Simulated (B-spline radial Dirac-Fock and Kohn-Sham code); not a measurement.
**3d5/2 emission of Tb⁷⁺**

System: Tb⁷⁺, [Kr] 4d10 4f7 5s2 5p3.

The run's input, task.json:

```json
{"items": [{
  "Z": 65,
  "q": 7,
  "cfg": [[1, 0, 2], [2, 0, 2], [2, 1, 6], [3, 0, 2], [3, 1, 6], [3, 2, 10], [4, 0, 2], [4, 1, 6], [4, 2, 10], [4, 3, 7], [5, 0, 2], [5, 1, 3]],
  "A": 159,
  "rrms": 5.06,
  "do": ["binding", "quiet", "decay"],
  "holes": ["K", "L1", "L2", "L3", "M1", "M2", "M3", "M4", "M5", "N1", "N2", "N3", "N4", "N5"]
}]}
```

Launch: `python xray_run.py task.json out`

Level of theory: independent-particle rates on relativistic LDA orbitals of the hole state (multipoles up to L = 3, Coulomb Auger matrix elements, transition energies from Dirac-Fock); a radial B-spline solver.

| line | multipole | energy (eV) | rate (s⁻¹) | share (%) |
| --- | --- | --- | --- | --- |
| Mζ1 | E1 | 953.1 | 1.03e+12 | 8.01 |
| M5-O3 | E1 | 1241.6 | 1.00e+11 | 0.781 |
| Mα2 | E1 | 1244.4 | 5.66e+11 | 4.42 |
| Mα1 | E1 | 1245.3 | 1.11e+13 | 86.8 |

The listed lines hold 100.0 % of the radiative rate. The radiative width is 0.00843 eV in the length form and 0.00854 eV in the velocity form; the two differ because the transition energies are not eigenvalue differences of the potential that gave the orbitals.

Values without a named source are computed, but for edge energies of neutral atoms, which are taken from tables.
